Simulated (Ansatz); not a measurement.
**Which is lower?**

The two ends of one reaction step of SiHClF2, closed shell (PBE0-D4/def2-TZVP).

A:

```
5
angstrom
Si 0.0371 0.0868 0.0284
Cl -0.1433 -1.5828 -1.0908
H 1.1192 0.9458 -0.4577
F -1.3275 0.8765 -0.0047
F 0.3146 -0.3262 1.5248
```

B:

Si1  (-0.143, 0.934, 0.887)
Cl2  (0.482, -1.113, -1.393)
H3  (1.440, -0.407, -1.865)
F4  (-1.685, 0.875, 0.445)
F5  (-0.095, -0.289, 1.926)
(Å)

Ansatz 0.2.0; basis: def2-TZVPP; cores frozen in the correlated methods. B3LYP uses VWN-RPA correlation.

(1) Which structure is lower at CCSD(T), and by how much? (To be estimated.)

No T1 diagnostic of these runs exceeds 0.013.

Results:

(1) The calculation gives: A, by 2.452 eV (electronic energy, against the other). By their contacts, A is SiHClF₂ ([F][SiH]([F])[Cl]) and B is a complex of SiF₂ + HCl.

All methods give the same order:

| method | E(B) − E(A) (eV) |
| --- | --- |
| SPW92 | 2.419 |
| PBE-D4 | 2.277 |
| BLYP-D4 | 2.140 |
| r2SCAN-D4 | 2.628 |
| B97M-V | 2.496 |
| PBE0-D4 | 2.494 |
| B3LYP-D4 | 2.335 |
| r2SCAN0-D4 | 2.708 |
| BHLYP-D4 | 2.564 |
| CAM-B3LYP-D4 | 2.424 |
| wB97X-V | 2.522 |
| wB97M-V | 2.341 |
| B2PLYP | 2.441 |
| PBE-QIDH | 2.676 |
| RPA on PBE | 2.298 |
| HF | 2.689 |
| MP2 | 2.617 |
| CCSD | 2.473 |
| CCSD(T) | 2.452 |

Labels in which every atom is bracketed show which atoms are joined, not bond orders.

For scale, one of the runs: CCSD(T)/def2-TZVPP, 160 basis functions, launched by `ansatz run in.yaml --threads 2 --pin off --events-out ev --progress --plain --max-ram 4352MiB`. Hardware: 2 CPU threads of an Intel Xeon 6975P-C, shared host. Wall time 11 s; peak host memory 1.2 GiB.
